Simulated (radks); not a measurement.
Question: Ionisation of the platinum ion Pt2+, [Xe] 4f14 5d8, to [Xe] 4f14 5d7 as the strength of local exchange is varied. Calculated with a radial shooting solver on a logarithmic mesh with Libxc functionals: Dirac Kohn-Sham, Slater X-alpha exchange (alpha = 2/3 is LDA exchange), no correlation, spin-unpolarised, spherical densities, finite nucleus; open shells fill j = l - 1/2 first; Fermi nuclear charge, rms radius 5.427 fm.

| alpha | E(Pt2+) (hartree) | exchange (hartree) | IE (eV) | -e of the level emptied (eV) | <r> of it (bohr) |
|---|---|---|---|---|---|
| 0.614 | -18396.7908 | -310.8026 | 29.272 | 23.118 (5d5/2) | 1.614 |
| 0.667 | -18423.6397 | -338.1513 | 30.223 | 23.994 (5d5/2) | 1.596 |
| 0.843 | -18513.0949 | -429.5611 | 33.518 | 27.045 (5d5/2) | 1.540 |
| 0.886 | -18535.0197 | -452.0322 | 34.355 | 27.824 (5d5/2) | 1.527 |
| 0.917 | -18550.8428 | -468.2659 | 34.966 | 28.394 (5d5/2) | 1.518 |
| 0.959 | -18572.3030 | -490.3048 | 35.804 | 29.177 (5d5/2) | 1.506 |
| ? | -18443.4229 | -358.3285 | 30.935 | 24.651 (5d5/2) | 1.583 |

Which alpha was used in the last row?

Answer: alpha = 0.706. NIST Atomic Spectra Database: 29 +/- 1.6 eV (theoretical). The central value is not met in this range of alpha. Spin polarisation and multiplet splitting are left out, so open shells lie too high by an amount that depends on their filling.

Beside tabulated values, note that spin-unpolarised runs miss the spin-polarisation part of the exchange energy of open shells.
